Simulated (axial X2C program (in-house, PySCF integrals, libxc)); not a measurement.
**CaCl along the bond: BHandHLYP, two-component**

Calculated with an axial X2C code built on PySCF integrals. Two-component (2c) means X2C with spin–orbit coupling and atomic mean-field two-electron Coulomb and Gaunt terms. Basis: Ca dyall-cv3z [11s12p6d4f], Cl dyall-av3z [9s8p3d2f] (cores contracted in-house); Gaussian nuclei, density fitting, unrestricted open shells. Masses: Ca 39.963 u, Cl 34.969 u.

State: Ω = 1/2 (⟨Sz⟩ = 0.50, ⟨Lz⟩ = 0.00 at BHandHLYP). Dipoles are positive if Cl is the positive end.

Results along the bond:

```
R (Å)   μ (D)  HOMO (eV)  LUMO (eV)
2.117  -2.718      -4.55      -1.60
2.214  -3.143      -4.68      -1.68
2.287  -3.488      -4.78      -1.75
2.360  -3.851      -4.87      -1.82
2.433  -4.230      -4.96      -1.89
2.518  -4.688      -5.07      -1.98
2.603  -5.159      -5.17      -2.06
2.713  -5.781      -5.30      -2.18
2.847  -6.561      -5.46      -2.32
3.041  -7.720      -5.67      -2.52
```

Occupations by symmetry block were frozen at the best pattern of an incomplete PBE0 search. Density functionals use the spin component along the axis (collinear).
